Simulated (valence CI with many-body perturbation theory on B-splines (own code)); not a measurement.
# E1 transitions of Ho52+

Calculated by configuration interaction combined with many-body perturbation theory (CI+MBPT): five valence electrons over a frozen Dirac-Fock core [Ne], radial functions for each j: 11 s, 11 p, 10 d, 8 f, 5 g, 2 h, with the one-electron correlation potential Σ1 (screened to all orders), the two-electron term Σ2, the three-electron term Σ3, Breit, model QED; selected single and double excitations, second order for the rest, scaled by the run's own slope (own B-spline code, finite nucleus).

The last digits are not significant, and no measured levels were compared; by estimate large intervals hold to a few tenths of a per cent, small ones and those within an open d or f shell to about a per cent. Among the levels kept, up to 3200 cm⁻¹ of a level comes from second order outside the variational space, and about a tenth of that is noise between levels of different J, which matters for small intervals.

Lines 51 to 100 of 570 in falling wavelength, among levels below 7954.5 × 10³ cm⁻¹, chosen from the strongest by gf and those to the six lowest levels. Wavelengths and rates use the calculated energies. Electric multipoles are in the length gauge, E1 and E2 with the static RPA response of the core. Weak lines are less certain than strong ones. Lines between different terms over intervals too small for the method are left out, as are lines whose strength nearly cancels. The highest levels of a list are the least certain.

Levels are named by their leading jj configuration (3d3/2^4 stands for four electrons in 3d with j = 3/2), which in mixed levels can hold well under half, so a name can repeat and another be missing. Letters in brackets count levels of one name in rising energy.

| λ vac (Å) | Upper | Lower | A (s⁻¹) | S (a.u.) |
| --- | --- | --- | --- | --- |
| 78.12 | (3s 3p1/2^2 3d5/2^2) J=3/2 | (3s^2 3p1/2 3d5/2^2) J=5/2 | 3.10e+10 | 2.92e-02 |
| 77.93 | (3s 3p1/2 3p3/2^2 3d5/2) J=7/2 [a] | (3s^2 3p3/2^2 3d3/2) J=7/2 | 6.28e+09 | 1.17e-02 |
| 77.34 | (3s 3p1/2^2 3d3/2 3d5/2) J=7/2 [b] | (3s^2 3p1/2 3d3/2 3d5/2) J=9/2 | 2.80e+10 | 5.11e-02 |
| 76.98 | (3s 3p1/2^2 3d5/2^2) J=7/2 | (3s^2 3p1/2 3d5/2^2) J=9/2 | 2.98e+10 | 5.36e-02 |
| 76.80 | (3p1/2^2 3p3/2^2 3d3/2) J=3/2 [b] | (3s 3p1/2 3p3/2^2 3d3/2) J=5/2 [d] | 1.65e+10 | 1.47e-02 |
| 76.77 | (3s 3p1/2 3p3/2^2 3d5/2) J=3/2 [c] | (3s^2 3p3/2^2 3d5/2) J=5/2 [a] | 1.42e+10 | 1.27e-02 |
| 76.40 | (3s 3p1/2^2 3d5/2^2) J=7/2 | (3s^2 3p1/2 3d5/2^2) J=7/2 | 1.09e+10 | 1.93e-02 |
| 75.97 | (3s 3p1/2 3p3/2^2 3d5/2) J=5/2 [f] | (3s^2 3p3/2^2 3d5/2) J=5/2 [b] | 1.53e+10 | 1.98e-02 |
| 75.95 | (3s 3p1/2^2 3p3/2 3d5/2) J=5/2 [b] | (3s^2 3p1/2 3p3/2 3d5/2) J=5/2 [b] | 1.07e+10 | 1.39e-02 |
| 75.89 | (3s 3p1/2^2 3p3/2 3d5/2) J=5/2 [b] | (3s^2 3p1/2 3p3/2 3d5/2) J=7/2 [b] | 2.74e+10 | 3.54e-02 |
| 75.06 | (3s 3p1/2 3p3/2^2 3d5/2) J=3/2 [e] | (3s^2 3p3/2^2 3d5/2) J=5/2 [b] | 1.94e+10 | 1.62e-02 |
| 74.93 | (3s 3p1/2^2 3p3/2^2) J=3/2 | (3s^2 3p1/2 3p3/2^2) J=5/2 | 2.68e+10 | 2.23e-02 |
| 74.88 | (3s 3p1/2 3p3/2^2 3d5/2) J=7/2 [b] | (3s^2 3p3/2^2 3d5/2) J=7/2 | 1.35e+10 | 2.24e-02 |
| 74.27 | (3s 3p1/2^2 3d3/2 3d5/2) J=5/2 [b] | (3s^2 3p1/2 3d3/2 3d5/2) J=7/2 [a] | 1.38e+10 | 1.68e-02 |
| 74.09 | (3p1/2^2 3p3/2^2 3d3/2) J=3/2 [b] | (3s 3p1/2 3p3/2^2 3d3/2) J=5/2 [c] | 2.25e+10 | 1.80e-02 |
| 73.69 | (3s 3p1/2^2 3d3/2 3d5/2) J=3/2 [b] | (3s^2 3p1/2 3d3/2 3d5/2) J=5/2 [a] | 1.43e+10 | 1.13e-02 |
| 72.68 | (3s 3p1/2 3p3/2^3) J=3/2 [b] | (3s^2 3p3/2^3) J=3/2 | 1.77e+10 | 1.35e-02 |
| 72.39 | (3s 3p1/2 3p3/2 3d3/2^2) J=5/2 | (3s 3p1/2 3p3/2^2 3d3/2) J=7/2 [b] | 1.14e+10 | 1.28e-02 |
| 72.30 | (3s 3p1/2^2 3p3/2 3d3/2) J=3/2 [b] | (3s^2 3p1/2 3p3/2 3d3/2) J=5/2 [a] | 1.83e+10 | 1.37e-02 |
| 72.05 | (3s 3p1/2^2 3d3/2^2) J=3/2 | (3s 3p1/2^2 3p3/2 3d3/2) J=5/2 [b] | 1.97e+10 | 1.45e-02 |
| 71.97 | (3s 3p1/2^2 3p3/2 3d3/2) J=5/2 [b] | (3s^2 3p1/2 3p3/2 3d3/2) J=7/2 | 3.52e+10 | 3.89e-02 |
| 71.72 | (3s 3p1/2^2 3p3/2 3d5/2) J=7/2 [b] | (3s^2 3p1/2 3p3/2 3d5/2) J=9/2 | 2.93e+10 | 4.27e-02 |
| 71.67 | (3s 3p1/2 3p3/2^2 3d5/2) J=7/2 [c] | (3s^2 3p3/2^2 3d5/2) J=9/2 | 2.26e+10 | 3.29e-02 |
| 71.00 | (3s 3p1/2 3p3/2^2 3d3/2) J=5/2 [e] | (3s^2 3p3/2^2 3d3/2) J=7/2 | 2.12e+10 | 2.25e-02 |
| 70.76 | (3s 3p1/2 3p3/2^2 3d5/2) J=9/2 [c] | (3s^2 3p3/2^2 3d5/2) J=9/2 | 2.14e+10 | 3.75e-02 |
| 70.42 | (3s 3p1/2^2 3p3/2^2) J=3/2 | (3s^2 3p1/2 3p3/2^2) J=3/2 | 1.16e+10 | 7.98e-03 |
| 70.13 | (3s 3p1/2^2 3p3/2^2) J=1/2 | (3s^2 3p1/2 3p3/2^2) J=3/2 | 1.63e+08 | 5.55e-05 |
| 69.91 | (3p1/2^2 3p3/2^3) J=3/2 | (3s 3p1/2 3p3/2^3) J=5/2 | 4.53e+10 | 3.05e-02 |
| 69.72 | (3p1/2^2 3p3/2^2 3d3/2) J=7/2 | (3s 3p1/2 3p3/2^2 3d3/2) J=9/2 | 4.95e+10 | 6.63e-02 |
| 69.42 | (3s^2 3p1/2 3p3/2 3d3/2) J=3/2 [a] | (3s^2 3p1/2 3p3/2^2) J=1/2 | 1.48e+09 | 9.78e-04 |
| 69.38 | (3s^2 3p1/2 3p3/2 3d3/2) J=1/2 [a] | (3s^2 3p1/2 3p3/2^2) J=1/2 | 1.67e+09 | 5.50e-04 |
| 69.31 | (3s 3p1/2 3p3/2^2 3d5/2) J=5/2 [c] | (3s^2 3p3/2^2 3d5/2) J=7/2 | 1.14e+10 | 1.12e-02 |
| 68.71 | (3p1/2^2 3p3/2^2 3d3/2) J=3/2 [a] | (3s 3p1/2 3p3/2^2 3d3/2) J=5/2 [a] | 2.46e+10 | 1.58e-02 |
| 68.52 | (3s 3p1/2 3p3/2^2 3d3/2) J=3/2 [f] | (3s^2 3p3/2^2 3d3/2) J=5/2 | 1.72e+10 | 1.09e-02 |
| 67.95 | (3p1/2^2 3p3/2^2 3d3/2) J=5/2 | (3s 3p1/2 3p3/2^2 3d3/2) J=7/2 [a] | 4.22e+10 | 3.92e-02 |
| 67.34 | (3s 3p1/2^2 3p3/2 3d3/2) J=1/2 [b] | (3s^2 3p1/2 3p3/2 3d3/2) J=3/2 [a] | 3.47e+10 | 1.05e-02 |
| 67.25 | (3s 3p1/2^2 3p3/2 3d5/2) J=7/2 [b] | (3s^2 3p1/2 3p3/2 3d5/2) J=7/2 [a] | 1.39e+10 | 1.66e-02 |
| 66.50 | (3s 3p1/2 3p3/2 3d3/2^2) J=7/2 | (3s 3p1/2 3p3/2^2 3d3/2) J=9/2 | 1.43e+10 | 1.67e-02 |
| 65.43 | (3s^2 3p1/2 3p3/2 3d3/2) J=5/2 [a] | (3s^2 3p1/2 3p3/2^2) J=5/2 | 4.08e+09 | 3.38e-03 |
| 64.56 | (3s^2 3p1/2 3p3/2 3d3/2) J=3/2 [a] | (3s^2 3p1/2 3p3/2^2) J=5/2 | 1.06e+10 | 5.63e-03 |
| 63.27 | (3p1/2^2 3p3/2^2 3d3/2) J=1/2 | (3p1/2^2 3p3/2^3) J=3/2 | 4.53e+10 | 1.13e-02 |
| 61.89 | (3s^2 3p1/2 3p3/2 3d3/2) J=7/2 | (3s^2 3p1/2 3p3/2^2) J=5/2 | 4.41e+08 | 4.13e-04 |
| 61.40 | (3s^2 3p1/2^2 3d3/2) J=3/2 | (3s^2 3p1/2^2 3p3/2) J=3/2 | 8.77e+09 | 4.01e-03 |
| 61.18 | (3s^2 3p1/2 3p3/2 3d3/2) J=3/2 [a] | (3s^2 3p1/2 3p3/2^2) J=3/2 | 7.86e+08 | 3.55e-04 |
| 61.15 | (3s^2 3p1/2 3p3/2 3d3/2) J=1/2 [a] | (3s^2 3p1/2 3p3/2^2) J=3/2 | 3.21e+09 | 7.25e-04 |
| 60.77 | (3s 3p1/2^2 3d3/2 3d5/2) J=7/2 [b] | (3s 3p1/2^2 3p3/2 3d5/2) J=7/2 [b] | 1.07e+10 | 9.49e-03 |
| 57.24 | (3s^2 3p1/2 3d3/2 3d5/2) J=9/2 | (3s^2 3p1/2 3p3/2 3d5/2) J=9/2 | 1.37e+10 | 1.26e-02 |
| 56.56 | (3s 3p1/2^2 3d3/2 3d5/2) J=7/2 [b] | (3s 3p1/2^2 3p3/2 3d5/2) J=7/2 [a] | 1.55e+10 | 1.11e-02 |
| 56.13 | (3s^2 3p1/2 3p3/2 3d3/2) J=3/2 [b] | (3s^2 3p1/2 3p3/2^2) J=1/2 | 4.71e+08 | 1.64e-04 |
| 56.12 | (3s^2 3p1/2 3p3/2 3d3/2) J=1/2 [b] | (3s^2 3p1/2 3p3/2^2) J=1/2 | 3.57e+08 | 6.23e-05 |
